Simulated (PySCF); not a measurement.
Compound: CH7B2FSi.
Geometry (PBE0-D3(BJ)/def2-SVP, Å), atoms numbered from 1 in this order:
```
atom  x, y, z in Å
C1    -1.3686   -1.0879    0.1624
B2    -0.3955    0.1335    0.0922
Si3    1.6114   -0.1697   -0.0177
B4    -0.8753    1.7438    0.2107
F5    -1.0602    2.5147   -0.8574
H6    -1.4540   -1.2597    1.2580
H7    -0.9822   -2.0288   -0.2566
H8    -2.3923   -0.9023   -0.1957
H9     2.0204   -1.5845    0.2615
H10    2.0209    0.1600   -1.4245
H11    2.3904    0.7320    0.8906
H12   -1.0262    2.2930    1.2905
```

The closed-shell ground state was solved at several levels (PySCF, density fitting, gas phase, non-relativistic).

```
             level  basis functions  total energy (Eh)  HOMO (eV)  LUMO (eV)  gap (eV)  dipole (D)
     PBE0/def2-SVP              109          -480.7824      -7.40      -1.97      5.43        1.67
       PBE0/6-31G*               88          -480.9906      -7.25      -1.77      5.48        1.61
     PBE0/pcSseg-0               63          -480.2455      -7.72      -2.14      5.58        1.75
PBE0/6-311+G(2d,p)              185          -481.0840      -7.47      -2.06      5.41        1.73
      PBE0/cc-pVTZ              252          -481.0966      -7.42      -2.02      5.40        1.68
      PBE0/cc-pVDZ              109          -481.0205      -7.33      -1.91      5.42        1.67
      HF/def2-SVPD              163          -479.4720     -10.45       1.54     11.99        1.80
    PBE0/def2-TZVP              203          -481.1006      -7.43      -2.04      5.39        1.70
     PBE0/IGLO-III              254          -481.1072      -7.45      -2.05      5.40        1.70
```

(1) Estimate the row for PBE0/aug-cc-pVDZ, a basis of 182 functions; the other rows only guide the guess.

(2) How much does the basis alone move the frontier levels among the 9 PBE0 rows (the withheld one included)?

(3) How far do the dipole and the HOMO energy spread over the levels?

## Answers

(1) Total energy -481.0329 Eh, HOMO -7.43 eV, LUMO -2.02 eV, gap 5.41 eV, dipole 1.69 D.

(2) The HOMO by 0.47 eV and the LUMO by 0.37 eV. By rising basis size (HOMO, LUMO in eV): pcSseg-0 -7.72, -2.14; 6-31G* -7.25, -1.77; def2-SVP -7.40, -1.97; cc-pVDZ -7.33, -1.91; aug-cc-pVDZ -7.43, -2.02; 6-311+G(2d,p) -7.47, -2.06; def2-TZVP -7.43, -2.04; cc-pVTZ -7.42, -2.02; IGLO-III -7.45, -2.05.

(3) The dipole runs from 1.61 to 1.80 D (mean 1.70 D) and the HOMO from -10.45 to -7.25 eV.

One conformer stands for the species.
